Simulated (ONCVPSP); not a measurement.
**What one change does to a pseudopotential (tantalum (Ta), ONCV)**

ONCVPSP 4.0.1 input, shortened (lines: element, Z, core and valence counts, functional; n l f; lmax; l rc ep ncon nbas qcut; lloc lpopt rc5 dvloc0; l nproj debl; icmod fcfact rcfact), PBEsol, scalar-relativistic:

```
  Ta 73.00   10    4  -116133      upf
    1    0    2.00
    2    0    2.00
    2    1    6.00
    3    0    2.00
    3    1    6.00
    3    2   10.00
    4    0    2.00
    4    1    6.00
    4    2   10.00
    4    3   14.00
    5    0    2.00
    5    1    6.00
    5    2    3.00
    6    0    2.00
    2
    0    1.50    0.00    3    6    7.50
    1    2.00    0.00    4    8    6.30
    2    2.10    0.00    5    8    3.90
    4    5    1.15    0.00
    0    2    2.00
    1    2    2.40
    2    2    2.20
    0    0.00    0.00
```

Change: d: qcut 2.9.

Cutoffs: the cutoffs (Ha) at which the residual kinetic energy of the hardest occupied pseudo-wave falls to 1 and 0.1 mHa per electron; they do not see the model core or the augmentation charge, which bear on the density cutoff. Errors are all-electron minus pseudo energies relative to the spin-unpolarised reference configuration.

Question: Predict the effect on cutoff, ghosts and configuration errors.

Answer: The potential gets harder (37 Ha and 47 Ha → 42 Ha and 50 Ha); the bound ghost in d disappears; of the 4 tests that both files solve, the error grows in 0 and shrinks in 1 by more than 15 % and 0.3 meV (median size 2.3 → 2.0 meV).

| quantity | base | changed |
| --- | --- | --- |
| cutoff, loose | 37 Ha | 42 Ha |
| cutoff, tight | 47 Ha | 50 Ha |
| loose cutoff by channel | s 22 Ha, p 11 Ha, d 37 Ha | s 22 Ha, p 11 Ha, d 42 Ha |
| bound ghosts | d | none |
| GHOST(+) flags under 300 eV | s at 119.5 eV | s at 119.5 eV, d at 292.0 eV |
| error for 5s2 5p6 5d3 6s1, meV [ΔE 8.51 eV] | -2.3 | -2.2 |
| error for 5s2 5p6 5d3 6s0, meV [ΔE 23.48 eV] | -0.5 | -0.3 |
| error for 5s2 5p6 5d2 6s0, meV [ΔE 47.09 eV] | -7.6 | -8.6 |
| error for 5s2 5p6 5d3.5 6s1.5, meV [ΔE 0.99 eV] | -2.3 | -1.9 |
| s: phases at 1.52 bohr within 0.05 rad from the reference energy up to (Ha; the scan ends near 5) | 3.0 | 3.0 |
| p: phases at 2.03 bohr within 0.05 rad from the reference energy up to (Ha; the scan ends near 5) | to the end of the scan | to the end of the scan |
| d: phases at 2.13 bohr within 0.05 rad from the reference energy up to (Ha; the scan ends near 5) | to the end of the scan | to the end of the scan |

 A true bound ghost makes a file unfit for plane-wave use even where its test errors are small: the radial tests pick states by their node count and pass the ghost by.
